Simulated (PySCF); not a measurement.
methylsilylboronic acid (CH7BO2Si), SMILES C[SiH2]B(O)O. Atoms are numbered in the order given.

```xyz
12

Si     0.7735    -0.3736    -0.7476
C      2.2593    -0.0323     0.3594
B     -0.9726     0.1442     0.1680
O     -0.8890     1.0075     1.2179
O     -2.2198    -0.2942    -0.1918
H      0.7354    -1.8227    -1.1487
H      0.9089     0.3932    -2.0333
H      2.2644     1.0276     0.6589
H      3.2112    -0.2561    -0.1462
H      2.2053    -0.6369     1.2783
H     -1.7665     1.2047     1.5823
H     -2.2094    -0.9140    -0.9303
```

Geometry: r2SCAN-D4/def2-SVP. The values are those of a single conformer.

Method: TDDFT-PBE/def2-SVPD (PySCF).

Vertical excitations. Isolated molecule, no solvent.

**Question.** Give excitation energies, oscillator strengths and character. (The exact figures need the calculation; the answer reports its results.)

**Answer.** 
```tsv
state	energy (eV)	λ (nm)	f	main pairs
S1	6.19	200	0.024	HOMO→LUMO 70 %, HOMO→LUMO+1 25 %
S2	6.24	199	0.051	HOMO→LUMO+1 74 %, HOMO→LUMO 22 %
S3	6.56	189	0.027	HOMO→LUMO+2 88 %
S4	6.81	182	0.014	HOMO−1→LUMO 75 %, HOMO−2→LUMO 16 %
S5	7.05	176	0.033	HOMO−2→LUMO 71 %, HOMO−1→LUMO 15 %
S6	7.15	173	0.021	HOMO−1→LUMO+1 93 %
S7	7.18	173	0.011	HOMO−2→LUMO+1 88 %
S8	7.23	171	0.046	HOMO→LUMO+3 91 %
S9	7.33	169	0.003	HOMO−3→LUMO+1 96 %
S10	7.47	166	0.014	HOMO−3→LUMO 40 %, HOMO−3→LUMO+2 39 %, HOMO−1→LUMO+2 14 %
T1	5.18	239	0	HOMO→LUMO 98 %
T2	6.04	205	0	HOMO→LUMO+1 95 %
T3	6.20	200	0	HOMO→LUMO+2 93 %
T4	6.46	192	0	HOMO−2→LUMO 63 %, HOMO−1→LUMO 35 %
```
Triplets are in the Tamm–Dancoff approximation, which puts them higher than full response would, so one can lie above its singlet here.
